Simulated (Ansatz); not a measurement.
A search over several starts for the lowest SCF solution of the cluster CuCl2⁻ at the given spin, in a small basis.

```yaml
crystal:
  periodic: [false, false, false]
  atoms:
    - {symbol: Cu, position_ang: [-0.174447, -1.077821, 0.089268]}
    - {symbol: Cl, position_ang: [-0.246070, -3.345918, 0.274951]}
    - {symbol: Cl, position_ang: [0.420517, 4.423749, -0.364229]}
basis:
  gaussian: {orbitals: def2-SVP, initial_orbitals: start.molden}
total_charge: -1
magnetization: {spin_polarized: true, initial_magnetization: 4}
hamiltonian: {xc: pbe0, dispersion: d4}
output: {orbitals: {seedname: orbitals}}
```

The file start.molden holds the orbitals of an earlier run on this structure, at another level or in another basis.

```sh
$ ansatz run in.yaml --threads 4 --pin off --events-out ev --progress --plain --max-ram 3916MiB
```

Output, abridged:

```
Functional definition: PBE0
666 factors; integrals over basis functions are off by at most 8.2e-4 eV
mean field evaluation 1: about -69650.4417 eV, gradient 7.4e0 eV
mean field evaluation 2: about -69650.9052 eV, gradient 9.1e-1 eV
mean field evaluation 4: about -69650.9630 eV, gradient 9.1e-2 eV
mean field evaluation 8: about -69651.1000 eV, gradient 1.7e-3 eV
mean field evaluation 16: about -69651.1000 eV, gradient 8.3e-6 eV
mean field evaluation 32: about -69651.0985 eV, gradient 4.0e-2 eV
mean field evaluation 64: about -69651.2532 eV, gradient 9.9e-4 eV
mean field evaluation 96: about -69651.0985 eV, gradient 4.0e-2 eV
mean field evaluation 128: about -69651.0781 eV, gradient 9.3e-2 eV
mean field evaluation 160: about -69651.2532 eV, gradient 3.9e-6 eV
mean field evaluation 192: about -69651.1135 eV, gradient 6.8e-1 eV
mean field evaluation 224: about -69651.1000 eV, gradient 2.7e-5 eV
mean field evaluation 256: about -69651.1790 eV, gradient 2.9e0 eV
mean field evaluation 288: about -69651.0998 eV, gradient 2.4e-5 eV
a density is far from that of the atoms, so the factors are made again for it
692 factors; integrals over basis functions are off by at most 5.6e-4 eV
mean field evaluation 320: about -69651.2531 eV, gradient 1.5e-5 eV
mean field -69651.25307347 eV, -2559.6363391351 hartree, gradient 7.5e-6 eV, S^2 6.004756; 0 other end points of the search recorded, 0 dependent functions left out
reference -69651.25310614 eV, -2559.6363403358 hartree; 34, 30 occupied and 33, 37 virtual orbitals, 692 factors
Total energy: -69651.28352774 eV, -2559.6374583087 hartree
```

It took 51 s on 4 threads of Intel Xeon Platinum 8259CL on a shared host.

The highest occupied level of the charge -1 quintet lies above zero (up to 3.30 eV). It is a level of α spin, whose loss leaves a quartet; that state wasn't run at this geometry and level. The electron is either unbound and held by the finite basis, or the level is raised by self-interaction error. In the quintet geometry the species has come apart into loosely held pieces. At PBE0-D4/def2-TZVPD a singlet of charge -1 lies 9.37 eV below the quintet, each at its own geometry. The structure comes from a short search, and lower isomers may exist.
